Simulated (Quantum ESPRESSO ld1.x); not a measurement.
Input file for ld1.x (Quantum ESPRESSO 7.5):

```
 &input
    atom='W',
    iswitch=1,
    rel=2,
    dft='PBE',
    config='[Xe] 4f14 5d3',
    rel_dist='average',
    verbosity='high',
    lsmall=.true.,
    prefix='ld1',
    max_out_wfc=37,
    file_charge='ld1.rho',
 /
```

Command: `OMP_NUM_THREADS=1 ld1.x < ld1.in > ld1.out`

Standard output:

```
     Program LD1 v.7.5 starts

     --------------------------- All-electron run ----------------------------

     dirac relativistic calculation

     atomic number is 74.00
     dft =PBE   lsd =0 sic =0 latt =0  beta=0.20 tr2=1.0E-14
     Exchange-correlation= PBE
                           (   1   4   3   4   0   0   0)
     mesh =2115 r(mesh) = 100.27685 a.u. xmin = -8.00 dx = 0.00800
     1 Ry =  13.60569312 eV, c = 137.03599908

     n l j   nl                  e(Ry)          e(Ha)          e(eV)
     Spin orbit split results
     1 0 0.5 1S 1( 2.00)   -5102.950386231   -2551.475193116 -69429.1769769
     2 0 0.5 2S 1( 2.00)    -881.907312789    -440.953656394 -11998.9602607
     2 1 0.5 2P 1( 2.00)    -843.343314163    -421.671657082 -11474.2703298
     2 1 1.5 2P 1( 4.00)    -743.907195859    -371.953597930 -10121.3730188
     3 0 0.5 3S 1( 2.00)    -204.737139631    -102.368569815  -2785.5906927
     3 1 0.5 3P 1( 2.00)    -187.584176632     -93.792088316  -2552.2127420
     3 1 1.5 3P 1( 4.00)    -166.081821438     -83.040910719  -2259.6582958
     4 0 0.5 4S 1( 2.00)     -43.930257175     -21.965128588   -597.7015979
     4 1 0.5 4P 1( 2.00)     -36.819437282     -18.409718641   -500.9539646
     4 1 1.5 4P 1( 4.00)     -31.837035612     -15.918517806   -433.1649365
     3 2 1.5 3D 1( 4.00)    -137.244486859     -68.622243429  -1867.3063710
     3 2 2.5 3D 1( 6.00)    -132.569131696     -66.284565848  -1803.6949234
     5 0 0.5 5S 1( 2.00)      -7.919071376      -3.959535688   -107.7444550
     5 1 0.5 5P 1( 2.00)      -5.804915816      -2.902457908    -78.9799032
     5 1 1.5 5P 1( 4.00)      -5.070689541      -2.535344770    -68.9902458
     4 2 1.5 4D 1( 4.00)     -20.169921844     -10.084960922   -274.4257669
     4 2 2.5 4D 1( 6.00)     -19.252011730      -9.626005865   -261.9369636
     4 3 2.5 4F 1( 6.00)      -4.658430614      -2.329215307    -63.3811774
     4 3 3.5 4F 1( 8.00)      -4.493742963      -2.246871482    -61.1404877
     5 2 1.5 5D 1( 1.20)      -2.326945931      -1.163472966    -31.6597123
     5 2 2.5 5D 1( 1.80)      -2.256490229      -1.128245114    -30.7011136
     Averaged results
     1 0     1S 1( 2.00)   -5102.950386231   -2551.475193116 -69429.1769769
     2 0     2S 1( 2.00)    -881.907312789    -440.953656394 -11998.9602607
     2 1     2P 1( 6.00)    -777.052568627    -388.526284314 -10572.3387892
     3 0     3S 1( 2.00)    -204.737139631    -102.368569815  -2785.5906927
     3 1     3P 1( 6.00)    -173.249273170     -86.624636585  -2357.1764445
     4 0     4S 1( 2.00)     -43.930257175     -21.965128588   -597.7015979
     4 1     4P 1( 6.00)     -33.497836169     -16.748918084   -455.7612792
     3 2     3D 1(10.00)    -134.439273761     -67.219636881  -1829.1395025
     5 0     5S 1( 2.00)      -7.919071376      -3.959535688   -107.7444550
     5 1     5P 1( 6.00)      -5.315431632      -2.657715816    -72.3201316
     4 2     4D 1(10.00)     -19.619175776      -9.809587888   -266.9324849
     4 3     4F 1(14.00)      -4.564323385      -2.282161693    -62.1007833
     5 2     5D 1( 3.00)      -2.284672510      -1.142336255    -31.0845531

     final scf error:  8.9E-15 reached in  27 iterations

     Etot =  -32328.081576 Ry,  -16164.040788 Ha, -439845.957175 eV

     Ekin =   36432.238897 Ry,   18216.119448 Ha,  495685.862215 eV
     Encl =  -80610.848280 Ry,  -40305.424140 Ha,-1096766.464077 eV
     Eh   =   12499.096359 Ry,    6249.548180 Ha,  170058.869381 eV
     Exc  =    -648.568552 Ry,    -324.284276 Ha,   -8824.224693 eV

     normalization and overlap integrals

     s(1S/1S) =  1.000000  <r> =   0.0183  <r2> =    0.0005  r(max) =   0.0114
     LC norm =  0.92206779 + SC norm =  0.07793221 =  1.00000000
     s(1S/2S) = -0.000000
     s(1S/3S) = -0.000000
     s(1S/4S) =  0.000000
     s(1S/5S) =  0.000000
     s(2S/2S) =  1.000000  <r> =   0.0769  <r2> =    0.0071  r(max) =   0.0659
     LC norm =  0.98234906 + SC norm =  0.01765094 =  1.00000000
     s(2S/3S) =  0.000000
     s(2S/4S) =  0.000000
     s(2S/5S) =  0.000000
     s(2P/2P) =  1.000000  <r> =   0.0637  <r2> =    0.0050  r(max) =   0.0494
     LC norm =  0.98228021 + SC norm =  0.01771979 =  1.00000000
     s(2P/3P) =  0.000000
     s(2P/4P) =  0.000000
     s(2P/5P) =  0.000000
     s(2P/2P) =  1.000000  <r> =   0.0716  <r2> =    0.0062  r(max) =   0.0557
     LC norm =  0.98400509 + SC norm =  0.01599491 =  1.00000000
     s(2P/3P) =  0.000000
     s(2P/4P) =  0.000000
     s(2P/5P) =  0.000000
     s(3S/3S) =  1.000000  <r> =   0.2005  <r2> =    0.0461  r(max) =   0.1849
     LC norm =  0.99418962 + SC norm =  0.00581038 =  1.00000000
     s(3S/4S) =  0.000000
     s(3S/5S) =  0.000000
     s(3P/3P) =  1.000000  <r> =   0.1905  <r2> =    0.0423  r(max) =   0.1734
     LC norm =  0.99424723 + SC norm =  0.00575277 =  1.00000000
     s(3P/4P) =  0.000000
     s(3P/5P) =  0.000000
     s(3P/3P) =  1.000000  <r> =   0.2053  <r2> =    0.0489  r(max) =   0.1879
     LC norm =  0.99474225 + SC norm =  0.00525775 =  1.00000000
     s(3P/4P) =  0.000000
     s(3P/5P) =  0.000000
     s(4S/4S) =  1.000000  <r> =   0.4494  <r2> =    0.2282  r(max) =   0.4214
     LC norm =  0.99808551 + SC norm =  0.00191449 =  1.00000000
     s(4S/5S) =  0.000000
     s(4P/4P) =  1.000000  <r> =   0.4546  <r2> =    0.2355  r(max) =   0.4214
     LC norm =  0.99817655 + SC norm =  0.00182345 =  1.00000000
     s(4P/5P) =  0.000000
     s(4P/4P) =  1.000000  <r> =   0.4878  <r2> =    0.2709  r(max) =   0.4493
     LC norm =  0.99836675 + SC norm =  0.00163325 =  1.00000000
     s(4P/5P) =  0.000000
     s(3D/3D) =  1.000000  <r> =   0.1797  <r2> =    0.0379  r(max) =   0.1478
     LC norm =  0.99485733 + SC norm =  0.00514267 =  1.00000000
     s(3D/4D) =  0.000000
     s(3D/5D) =  0.000000
     s(3D/3D) =  1.000000  <r> =   0.1842  <r2> =    0.0397  r(max) =   0.1514
     LC norm =  0.99499457 + SC norm =  0.00500543 =  1.00000000
     s(3D/4D) = -0.000000
     s(3D/5D) = -0.000000
     s(5S/5S) =  1.000000  <r> =   1.0646  <r2> =    1.2727  r(max) =   0.9607
     LC norm =  0.99957122 + SC norm =  0.00042878 =  1.00000000
     s(5P/5P) =  1.000000  <r> =   1.1683  <r2> =    1.5436  r(max) =   1.0325
     LC norm =  0.99964543 + SC norm =  0.00035457 =  1.00000000
     s(5P/5P) =  1.000000  <r> =   1.2660  <r2> =    1.8121  r(max) =   1.1184
     LC norm =  0.99969506 + SC norm =  0.00030494 =  1.00000000
     s(4D/4D) =  1.000000  <r> =   0.5048  <r2> =    0.2955  r(max) =   0.4457
     LC norm =  0.99856176 + SC norm =  0.00143824 =  1.00000000
     s(4D/5D) =  0.000000
     s(4D/4D) =  1.000000  <r> =   0.5162  <r2> =    0.3088  r(max) =   0.4565
     LC norm =  0.99861250 + SC norm =  0.00138750 =  1.00000000
     s(4D/5D) = -0.000000
     s(4F/4F) =  1.000000  <r> =   0.6017  <r2> =    0.4536  r(max) =   0.4248
     LC norm =  0.99901702 + SC norm =  0.00098298 =  1.00000000
     s(4F/4F) =  1.000000  <r> =   0.6112  <r2> =    0.4687  r(max) =   0.4317
     LC norm =  0.99903893 + SC norm =  0.00096107 =  1.00000000
     s(5D/5D) =  1.000000  <r> =   1.7307  <r2> =    3.4683  r(max) =   1.4105
     LC norm =  0.99983889 + SC norm =  0.00016111 =  1.00000000
     s(5D/5D) =  1.000000  <r> =   1.7765  <r2> =    3.6525  r(max) =   1.4564
     LC norm =  0.99984704 + SC norm =  0.00015296 =  1.00000000

     LC charge = 70.56972554 + SC charge =  0.43027446 = 71.00000000

     ------------------------ End of All-electron run ------------------------
```

Run on one thread of a shared host, so times are rough (Intel(R) Xeon(R) Processor @ 2.60GHz): 0.71 s of CPU time, 0.86 s wall, 27 iterations on 2115 mesh points.
